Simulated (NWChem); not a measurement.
# C2H4Cl2Si; SMILES [SiH3]C=C(Cl)Cl

All runs: NWChem. Coordinates come from a PBE0/def2-SVP optimisation. Level SCAN/def2-SVP: energy and gradient on several grids; changes count from the extra-fine grid, which is no exact limit either.

```json
[
 {"grid": "xcoarse", "size of the energy change (μHa)": "40000", "largest change of a gradient component (μHa/bohr)": "4000"},
 {"grid": "coarse", "size of the energy change (μHa)": "2000", "largest change of a gradient component (μHa/bohr)": "2000"},
 {"grid": "medium", "size of the energy change (μHa)": "2000", "largest change of a gradient component (μHa/bohr)": "2000"},
 {"grid": "fine", "size of the energy change (μHa)": "2000", "largest change of a gradient component (μHa/bohr)": "800"},
 {"grid": "xfine", "size of the energy change (μHa)": "< 10", "largest change of a gradient component (μHa/bohr)": "< 30"}
]
```
